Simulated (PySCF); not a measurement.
An unknown is described by computed data only.

Formula: C7H3F3.

| Item | Value |
| --- | --- |
| Triplet | lowest triplet excitation (Tamm–Dancoff): 2.79 eV [TDA CAM-B3LYP/def2-SVPD] |
| UV, strongest line | among the 8 lowest singlet transitions: S4 at 6.13 eV (202 nm, f = 0.812) [TDDFT CAM-B3LYP/def2-SVPD] |
| 13C NMR | chemical shifts (computed TMS as zero) by class: 145.9 (1 C), 132.0 (1 C), 127.8 (1 C), 102.3 (1 C), 89.5 (1 C), 72.7 (1 C), 70.8 (1 C) ppm [GIAO PBE0/pcSseg-1] |
| Polarisability | 95.4 au [CAM-B3LYP/def2-SVPD] |
| Rotational structure | rotational constants A, B, C: 2.885, 0.691, 0.617 GHz [GFN2-xTB] |
| UV, first state | lowest singlet excitation: 3.93 eV (315 nm, f = 0.000) [TDDFT CAM-B3LYP/def2-SVPD] |

Electronic properties: PySCF, gas phase, density fitting. Levels stand in brackets. Geometry: GFN2-xTB; no solvent, vibrations or thermal averaging. NMR values are class means; diastereotopic atoms form classes of their own.

**Question.** Propose a structure and show how it fits.

**Answer.** Numbering: `[CH:1]#[C:2][C:3]#[C:4]/[CH:5]=[CH:6]\[C:7]([F:8])([F:9])[F:10]`. Its formula, C7H3F3, gives 5 degrees of unsaturation: 0 rings and 5 π bonds in the structure found. 7 carbons fall into 7 classes; from least to most shielded: alkene CH carbon [C6] (145.9 ppm), CF3 carbon [C7] (132.0 ppm), alkene CH carbon [C5] (127.8 ppm), alkyne carbon [C3] (102.3 ppm), terminal alkyne carbon [C1] (89.5 ppm), alkyne carbon [C2] (72.7 ppm), alkyne carbon [C4] (70.8 ppm). S1 is mainly HOMO−1→LUMO (weight 0.93); the largest Löwdin shares of the orbital it empties are 0.25 on the terminal alkyne carbon, 0.24 on an alkyne carbon and 0.20 on each of 2 atoms of one kind (alkyne carbon), of the orbital it fills 0.23 on an alkene CH carbon, 0.18 on an alkene CH carbon, 0.13 on an alkyne carbon and 0.12 on an alkyne carbon. The optimised geometry has point group Cs and is an asymmetric top. Structure: `C#CC#C/C=C\C(F)(F)F`. Computed isomers that give other values at the same levels: `C#CCC#CC(F)=C(F)F` (13C chemical shifts (computed TMS as zero) by class: 175.1 (1 C), 124.5 (1 C), 110.3 (1 C), 80.3 (1 C), 77.7 (1 C), 73.5 (1 C), 12.5 (1 C) ppm); `C#CC(C#C)=CC(F)(F)F` (13C chemical shifts (computed TMS as zero) by class: 146.4 (1 C), 132.3 (1 C), 122.3 (1 C), 102.6 (1 C), 94.7 (1 C), 83.9 (1 C), 81.0 (1 C) ppm); `C=C=C=CC#CC(F)(F)F` (13C chemical shifts (computed TMS as zero) by class: 197.9 (1 C), 179.9 (1 C), 124.9 (1 C), 112.6 (1 C), 94.2 (1 C), 91.1 (1 C), 88.7 (1 C) ppm). The assignments are read from this structure; whether some other isomer fits the data as well wasn't checked.

Conformer computed: `[CH:1]#[C:2][C:3]#[C:4]/[CH:5]=[CH:6]\[C:7]([F:8])([F:9])[F:10]`: C5–C6–C7–F8 60°.
